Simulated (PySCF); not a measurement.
EPR parameters of C4H9FNSi2

Species: C4H9FNSi2 (doublet state).
Geometry (GFN2-xTB, Å), atoms numbered from 1 in this order:
```
atom  x, y, z in Å
F1    -0.2457    1.6983    2.4335
Si2   -1.2339    0.8150    1.4830
N3    -0.3623    0.6742    0.0081
C4     1.0617    0.9230   -0.0948
Si5    2.1537   -0.5682    0.3957
C6    -0.9196   -0.0932   -1.0544
C7    -2.1959   -0.8274   -0.8500
C8    -1.1319   -1.5765   -0.9389
H9    -2.3725    1.7076    1.3085
H10    1.2753    1.2284   -1.1250
H11    1.2997    1.7746    0.5444
H12    1.7054   -1.0595    1.6985
H13    3.5456   -0.1182    0.4333
H14    2.0142   -1.6309   -0.6049
H15   -0.6772    0.3349   -2.0277
H16   -3.2450   -0.7336   -0.7121
H17   -0.6786   -2.5364   -0.9072
```

The hyperfine couplings belong to this conformer and change with its torsions.

As a line formula: `F[SiH]N(C[SiH3])C1C=C1` [radical].

Computed, not measured: PySCF 2.14.0, UKS B3LYP, pcH-1 on C F H N Si, non-relativistic, mean-field spin-orbit, GIAO. The structure is a single GFN2-xTB conformer in the gas phase; no vibrational or solvent corrections. The geometry wasn't refined by DFT: couplings that depend on bond lengths, twists or pyramidal angles can differ widely from those at the functional's own minimum, by a factor of two or more for some ions and for spin on atoms past the first row. The SCF solution wasn't tested for stability.

| Quantity | Value |
| --- | --- |
| g1, g2, g3 | 2.00165, 2.00236, 2.00389 |
| g_iso | 2.00264 |
| Form of g | rhombic: the two nearest values differ by 32 % of g3 − g1 |
| ⟨S²⟩ | 0.7528 (exact 0.7500) |

Isotropic coupling and dipolar principal values T1 to T3, in MHz:

| atom | isotope | a_iso | of which spin–orbit | T1 | T2 | T3 | Mulliken spin population |
| --- | --- | --- | --- | --- | --- | --- | --- |
| F1 | 19F | 119.9 | 1.1 | -102.7 | -95.3 | 198.0 | 0.03 |
| Si2 | 29Si | -641.5 | 0.8 | -121.9 | 58.1 | 63.8 | 0.66 |
| N3 | 14N | 12.0 | 0.0 | -10.6 | -10.3 | 21.0 | 0.16 |
| C4 | 13C | -5.6 | 0.0 | -0.9 | -0.5 | 1.5 | -0.01 |
| Si5 | 29Si | -6.3 | 0.0 | -3.9 | 1.6 | 2.2 | 0.01 |
| C6 | 13C | -5.9 | 0.0 | -1.2 | -0.3 | 1.5 | -0.01 |
| C7 | 13C | 1.3 | 0.0 | -1.6 | 0.7 | 0.9 | -0.02 |
| C8 | 13C | 7.3 | 0.0 | -4.3 | -3.1 | 7.4 | 0.04 |
| H9 | 1H | 242.4 | 0.0 | -5.5 | -0.8 | 6.3 | 0.12 |
| H10 | 1H | 20.8 | 0.0 | -2.1 | -1.3 | 3.4 | 0.01 |
| H11 | 1H | 1.2 | 0.0 | -2.5 | -1.1 | 3.6 | 0.00 |
| H12 | 1H | 1.7 | 0.0 | -2.0 | -1.3 | 3.2 | 0.00 |
| H13 | 1H | -1.3 | 0.0 | -0.7 | -0.5 | 1.3 | 0.00 |
| H14 | 1H | -0.6 | 0.0 | -0.9 | -0.8 | 1.6 | 0.00 |
| H15 | 1H | 19.6 | 0.0 | -2.0 | -1.3 | 3.3 | 0.01 |
| H16 | 1H | -0.4 | 0.0 | -1.9 | -1.5 | 3.4 | 0.00 |
| H17 | 1H | 0.2 | 0.0 | -2.3 | -0.7 | 3.0 | 0.00 |

Largest spin populations (Mulliken): Si2 (+0.66), N3 (+0.16) and H9 (+0.12). The angles at Si2 add up to 316.0°, so it is pyramidal.

Axes: g3 points within 13° of the F1–Si2 bond.

Under fast tumbling the dipolar parts average out, and these isotropic splittings remain: 1 × 1H (H9, I = 1/2, 2 lines) with 8.65 mT, 1 × 19F (F1, I = 1/2, 2 lines) with 4.28 mT, 1 × 1H (H15, I = 1/2, 2 lines) with 0.70 mT, 1 × 14N (N3, I = 1, 3 lines) with 0.43 mT and 2 × 1H (H10/H11, I = 1/2, 3 lines) with 0.39 mT.

Class means assume fast exchange of nuclei equivalent by connectivity; if that motion is slow, each nucleus keeps its own coupling. The 1H value of +11.0 MHz is a mean of couplings from 1.2 to 20.8 MHz in this one geometry, not an average over conformers.

The 13C coupling of C6 (-5.9 MHz) shows only in satellite lines or after enrichment, since that isotope makes up about 1.07 % of natural carbon.

The 29Si coupling of Si2 (-641.5 MHz) shows only in satellite lines or after enrichment, since that isotope makes up about 4.7 % of natural silicon.

The spin density at the nucleus, in bohr⁻³, is negative for C6 (-0.0052) and C4 (-0.0050), for instance. A restricted open-shell determinant has no negative spin density anywhere; here it arises because α and β orbitals differ (spin polarisation).
